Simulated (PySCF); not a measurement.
B2PLYP on Zn (zinc, neutral), [Ar] 3d10 4s1 4d1, high-spin 3D determinant (an excited configuration). Calculation: PySCF 2.14, in aug-cc-pVQZ-DK (9s8p6d4f3g2h, 140 functions); scalar relativity by spin-free X2C-1e.

```
cycle= 1 E= -1795.15980541212  delta_E= -0.00689  |g|= 0.0934  |ddm|= 0.263
cycle= 2 E= -1795.15860602604  delta_E= 0.0012  |g|= 0.15  |ddm|= 0.0609
cycle= 3 E= -1795.1609880746  delta_E= -0.00238  |g|= 0.00556  |ddm|= 0.0309
cycle= 4 E= -1795.1609955178  delta_E= -7.44e-06  |g|= 0.00138  |ddm|= 0.00417
cycle= 5 E= -1795.16099606163  delta_E= -5.44e-07  |g|= 6.44e-05  |ddm|= 0.00218
cycle= 6 E= -1795.16099606976  delta_E= -8.12e-09  |g|= 2.01e-05  |ddm|= 0.000431
cycle= 7 E= -1795.16099607034  delta_E= -5.82e-10  |g|= 4.56e-06  |ddm|= 7.07e-05
converged SCF energy = -1795.16099607034  <S^2> = 2.0003896  2S+1 = 3.0002597
```

Highest occupied orbital energy: 0.421 eV; ⟨L²⟩ = 6.00; populations by l: s 7.00, p 12.00, d 11.00, f 0.00.

(1) Can this result be used?

## Answers

(1) Not for this state. The run converged. The log shows the SCF part alone; with the PT2 term the energy is -1795.322 hartree. The outer electron is Rydberg-like, and this basis confines it to a smaller radius and binds it less than a complete one would. At B2PLYP the highest occupied level has a positive energy, so only the finite basis holds that electron; for this excited configuration the basis is too tight for the outer shell.
